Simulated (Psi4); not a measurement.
Pair of molecules, SMILES N with SMILES [SeH2] (the first has 4 atoms); geometry from B3LYP-D3(BJ)/def2-TZVP.
(charge 0, multiplicity 1):
```xyz
7

N     -0.06812    -0.19824     0.01565
H     -0.97935    -0.30566    -0.41507
H      0.38346     0.60052    -0.41481
H      0.47876    -1.02167    -0.20822
Se    -0.38031     0.20919     3.61573
H      0.94747     0.82890     3.73691
H     -0.22981     0.05655     2.14431
```

Computed with SAPT0/aug-cc-pVDZ (Psi4).

Task: Give the four SAPT terms and the total, and say what mostly holds the pair together.

Result: electrostatics -323.1, exchange 451.4, induction -151.3, dispersion -124.1, total -147.1 meV; the largest attraction is electrostatics.
